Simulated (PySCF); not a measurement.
C₃H₅BOS.
Numbering: `[CH:1]#[C:2][B:3]([OH:4])[S:5][CH3:6]` (hydrogens: H7 on C1; H8 on O4; H9, H10, H11 on C6)

Method: PBE0-D3(BJ)/def2-SVP geometry optimisation, gas phase in PySCF; density fitting, grid level 1; the optimiser is geomeTRIC in internal coordinates, started from a GFN2-xTB structure with every atom displaced at random (about 0.01 Å).

Step 0: E = -16733.1223 eV
```
atom  x, y, z in Å  |  force x, y, z in eV/Å
C1     -2.8598    1.8827   -0.3576   -4.323   3.701  -1.046
C2     -1.9818    1.1409   -0.1459    3.615  -3.226   0.912
B3     -0.8317    0.2053    0.1094    1.716   0.450  -0.375
O4     -0.9956   -0.9862    0.6657   -1.653  -0.598   0.483
S5      0.8393    0.8055   -0.3733   -0.195   0.006   0.011
C6      1.9124   -0.5887    0.1138   -0.670   0.770   0.591
H7     -3.6642    2.5697   -0.5496    0.014  -0.024   0.001
H8     -0.2683   -1.5632    0.8238    0.973  -0.373   0.036
H9      1.6384   -1.4772   -0.4250   -0.100  -0.786  -0.497
H10     2.9279   -0.3081   -0.1310    0.525   0.087  -0.130
H11     1.8418   -0.7679    1.1971    0.098  -0.007   0.015
```

Step 1: E = -16733.3432 eV
```
atom  x, y, z in Å  |  force x, y, z in eV/Å
C1     -2.8835    1.9161   -0.3750    0.392  -0.380   0.119
C2     -1.9748    1.1389   -0.1298   -0.323   0.387  -0.108
B3     -0.7931    0.2046    0.1417   -0.330  -0.412   0.085
O4     -1.0395   -1.0142    0.7003    0.255   0.180  -0.020
S5      0.8312    0.8017   -0.3589    0.155   0.069  -0.003
C6      1.9036   -0.5828    0.1065    0.104  -0.171  -0.104
H7     -3.6951    2.5845   -0.5858   -0.084   0.088  -0.025
H8     -0.2484   -1.5492    0.8429   -0.123   0.101  -0.048
H9      1.6733   -1.4916   -0.4782    0.028   0.121   0.064
H10     2.9403   -0.2921   -0.1188   -0.074   0.001   0.005
H11     1.8442   -0.8031    1.1825    0.001   0.015   0.033
```

Task: Estimate the geometry and energy of step 2. (The exact step hangs on the optimiser's Hessian estimate; all steps are aligned on step 1, rigid shifts and turns removed.)

Result: E = -16733.3496 eV, largest force 0.158 eV/Å
```
atom  x, y, z in Å  |  force x, y, z in eV/Å
C1     -2.8826    1.9254   -0.3740    0.008  -0.044   0.012
C2     -1.9873    1.1355   -0.1384   -0.035  -0.018  -0.031
B3     -0.8182    0.1796    0.1252   -0.005  -0.093   0.127
O4     -1.0363   -1.0259    0.7114   -0.021   0.121  -0.051
S5      0.8159    0.7851   -0.3664    0.055   0.035  -0.043
C6      1.9075   -0.5846    0.1082   -0.001  -0.041  -0.005
H7     -3.6848    2.6127   -0.5775    0.024  -0.002   0.003
H8     -0.2359   -1.5447    0.8417   -0.016   0.010  -0.014
H9      1.6941   -1.4949   -0.4731    0.000   0.010   0.005
H10     2.9371   -0.2759   -0.1159   -0.008   0.014  -0.006
H11     1.8489   -0.7995    1.1863    0.001   0.008   0.002
```

The energy changes by -0.0063 eV. The first-order estimate −F·Δx gives -0.0146 eV and the mean of the old and new forces, exact on a quadratic surface, -0.0063 eV. The step makes an angle of 78° with the force vector and moves no atom by more than 0.039 Å.

The cost below is that of the whole optimisation. On an Intel Xeon Platinum 8259CL at 2.50 GHz with one thread, shared host with 96 logical CPUs at a one-minute load of 21, this took 28 s wall and 0.47 GiB of memory at its peak.
